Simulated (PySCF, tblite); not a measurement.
Compound: C4H10NSSi (doublet state).
SMILES with atom numbers: `[CH3:1][S:2][Si@@H:3]([NH2:4])[C@@H:5]1[CH:6][CH2:7]1` (hydrogens: H8, H9, H10 on C1; H11 on Si3; H12, H13 on N4; H14 on C5; H15 on C6; H16, H17 on C7)

Structure used (GFN2-xTB), in Å, numbered top down from 1:
```xyz
17
C4H10NSSi angstrom
C      2.9945    0.5018    0.6327
S      1.3662    0.5986    1.4352
Si     0.1416   -0.0602   -0.2055
N      0.6017   -1.6712   -0.5835
C     -1.6574   -0.1044    0.3372
C     -2.6771   -0.3586   -0.6663
C     -2.6168    0.9909   -0.1179
H      3.2718   -0.5389    0.4970
H      2.9674    1.0169   -0.3223
H      3.7035    0.9865    1.2952
H      0.3471    0.9173   -1.2849
H      1.5664   -1.9535   -0.6284
H      0.0288   -2.2413   -1.1825
H     -1.8251   -0.4810    1.3392
H     -2.6001   -0.7053   -1.6752
H     -3.3764    1.3063    0.5850
H     -2.2430    1.8081   -0.7276
```

Jobs on this species (17 atoms, 71 electrons) with PySCF (density fitting) and tblite. Hardware of each: one thread, Intel Xeon 6975P-C (x86_64), on a shared host. Times come from a shared host and carry two figures at best.

**Question.** Rank these jobs by wall time, shortest first.
A. UKS B3LYP, pcH-1 on C H N S Si, non-relativistic, mean-field spin-orbit, GIAO; unrestricted SCF, g, hyperfine, density and orbital grids written; 295 basis functions
B. GFN2-xTB; Hessian by finite differences
C. GFN2-xTB; L-BFGS relaxation

**Answer.** B (0.62 s), C (1.1 s), A (69 s).

All jobs:

```tsv
level and settings	work	basis functions	SCF cycles	wall time
GFN2-xTB	Hessian by finite differences	–	–	0.62 s
GFN2-xTB	L-BFGS relaxation	–	–	1.1 s
UKS B3LYP, pcH-1 on C H N S Si, non-relativistic, mean-field spin-orbit, GIAO	unrestricted SCF, g, hyperfine, density and orbital grids written	295	12	69 s
```

**Question.** What do all jobs in the table cost together?

**Answer.** About 71 s; the longest takes about 98 % of that, and about 110 times as long as the shortest.
